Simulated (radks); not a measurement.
Results of a calculation; reference values are marked as such.
Task: P+, configuration [Ne] 3s2 3p2. Code: a radial shooting solver on a logarithmic mesh with Libxc functionals. Model: Dirac Kohn-Sham, Slater X-alpha with alpha = 1.029, spin-unpolarised, spherical densities, point nucleus; open shells fill j = l - 1/2 first. Some entries of the table are withheld. Estimate them.

orbital  occ.  eigenvalue (hartree)  <r^2> (bohr^2)
1s1/2       2             -78.87143         0.01425
2s1/2       2              -7.31689          0.3088
2p1/2       2              -5.55357          0.2749
2p3/2       4              -5.51698          0.2773
3s1/2       2              -0.98370           3.469
3p1/2       2              -0.63206             (1)
3p3/2       0              -0.62915             (2)

Result: 
(1) 3p1/2 <r^2> (bohr^2): 4.567
(2) 3p3/2 <r^2> (bohr^2): 4.594
